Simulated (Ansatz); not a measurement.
Geometry optimisation, Ansatz, RKS PBE/def2-SVP.

Input:

```yaml
crystal:
  periodic: [false, false, false]
  atoms:
    - { symbol: Al, position_ang: [-0.17769, 2.07272, -0.21687] }
    - { symbol: C, position_ang: [0.80567, 0.51154, 0.58087] }
    - { symbol: "N", position_ang: [0.74861, -0.74595, 0.58756] }
    - { symbol: Si, position_ang: [-0.32563, -1.84447, -0.18743] }
    - { symbol: H, position_ang: [0.33676, 3.40791, 0.38973] }
    - { symbol: H, position_ang: [-1.29808, 2.11063, -1.29245] }
    - { symbol: H, position_ang: [1.62635, 0.9387, 1.21856] }
    - { symbol: H, position_ang: [-0.85755, -2.62077, 0.93145] }
    - { symbol: H, position_ang: [-1.41054, -1.20924, -0.95202] }
    - { symbol: H, position_ang: [0.55211, -2.62108, -1.05941] }
basis:
  gaussian: { orbitals: def2-SVP }
hamiltonian:
  xc: pbe
relax:
  f_tol: 0.02
  max_steps: 50
```

Command:

```bash
$ ansatz run input.yaml --threads 2 --pin off --max-ram 3072MiB --backend cpu --events-out ev --progress --plain --runs-dir out
```

Where does it end, and by what steps?

The forces met the threshold. After 6 steps the energy has fallen by 0.200 eV; H6 moved furthest, 0.33 Å.

```
step  energy less start (eV)  largest force component (eV/Å)  accepted
   0                  0.0000                           1.521       yes
   1                 -0.1640                           0.341       yes
   2                 -0.1779                           0.418       yes
   3                 -0.1938                           0.159       yes
   4                 -0.1989                           0.122       yes
   5                 -0.2000                           0.028       yes
   6                 -0.2002                           0.017       yes
```

```xyz
10
Properties=species:S:1:pos:R:3
Al -0.157 2.049 -0.169
C 0.930 0.562 0.671
N 0.817 -0.717 0.609
Si -0.341 -1.772 -0.203
H 0.179 3.535 0.329
H -1.266 1.786 -1.293
H 1.790 0.928 1.301
H -0.956 -2.625 0.871
H -1.452 -1.102 -0.985
H 0.455 -2.645 -1.130
```

Whether the end is a true minimum wasn't checked by a vibrational analysis.

Run time: 8.1 s on 2 threads of AMD EPYC 9R14 (Zen 4), with other jobs on the host, peak memory 0.17 GiB.
